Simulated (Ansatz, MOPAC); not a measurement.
Molecule: chloro(chlorosilyl)silane, Si₂H₄Cl₂, charge 0, multiplicity 1. SMILES: Cl[SiH2][SiH2]Cl
Geometry: optimised at B3LYP-D3(BJ)/def2-TZVP (Ansatz, a program for electronic structure).

Wanted: vertical ionisation energy to the doublet, in eV. Set-up: no dispersion term unless named; each state is the SCF solution reached for its charge and spin; open shells spin-unrestricted; non-relativistic; spin-orbit terms left out; six Cartesian d functions in 6-31G* and its kin unless marked 5d; frozen cores in correlated levels. Basis-set limits of correlation are two-point, X^-3; Hartree-Fock from the larger set. The bracket is a focal-point correction in the basis named. Ab initio and DFT rows: single points at B3LYP-D3(BJ) geometries (Ansatz). Semi-empirical rows: differences of heats of formation at the shared geometry for vertical values.

```json
[
 {"species": "charge 1, doublet", "coefficient": "+1", "E at B3LYP/6-31G* (Ansatz), Eh": "-1501.50474", "E at PBE/def2-TZVPD (Ansatz), Eh": "-1500.89032", "heat of formation at PM6 (MOPAC), kcal/mol": "148.49"},
 {"species": "charge 0, singlet", "coefficient": "-1", "E at B3LYP/6-31G* (Ansatz), Eh": "-1501.87620", "E at PBE/def2-TZVPD (Ansatz), Eh": "-1501.24722", "heat of formation at PM6 (MOPAC), kcal/mol": "-56.31"}
]
```

Coupled cluster (Ansatz) is a level with limits of its own, used here on species with T1 under 0.025 (0.045 for open shells) and stable references: RI-MP2/CBS(aug-cc-pV(T+d)Z,aug-cc-pV(Q+d)Z)+[CCSD(T)-MP2]/aug-cc-pV(T+d)Z. Value to compare with, RI-MP2/CBS(aug-cc-pV(T+d)Z,aug-cc-pV(Q+d)Z)+[CCSD(T)-MP2]/aug-cc-pV(T+d)Z (Ansatz): 10.53 eV. 1 Eh = 27.2114 eV and 1 eV = 23.0605 kcal/mol.

Problem. Work the quantity out at each level, and compare with RI-MP2/CBS(aug-cc-pV(T+d)Z,aug-cc-pV(Q+d)Z)+[CCSD(T)-MP2]/aug-cc-pV(T+d)Z (Ansatz).

Solution. 
- B3LYP/6-31G*: the sum of coefficient times E is 0.37146 Eh, or 10.108 eV. Result: 10.11 eV. Its difference against RI-MP2/CBS(aug-cc-pV(T+d)Z,aug-cc-pV(Q+d)Z)+[CCSD(T)-MP2]/aug-cc-pV(T+d)Z (Ansatz) is -0.42 eV.
- PBE/def2-TZVPD: the sum of coefficient times E is 0.35690 Eh, or 9.712 eV. Result: 9.71 eV. Its difference against RI-MP2/CBS(aug-cc-pV(T+d)Z,aug-cc-pV(Q+d)Z)+[CCSD(T)-MP2]/aug-cc-pV(T+d)Z (Ansatz) is -0.82 eV.
- PM6: the sum of coefficient times heat of formation is 204.80 kcal/mol, or 8.88 eV. Its difference against RI-MP2/CBS(aug-cc-pV(T+d)Z,aug-cc-pV(Q+d)Z)+[CCSD(T)-MP2]/aug-cc-pV(T+d)Z (Ansatz) is -1.65 eV.
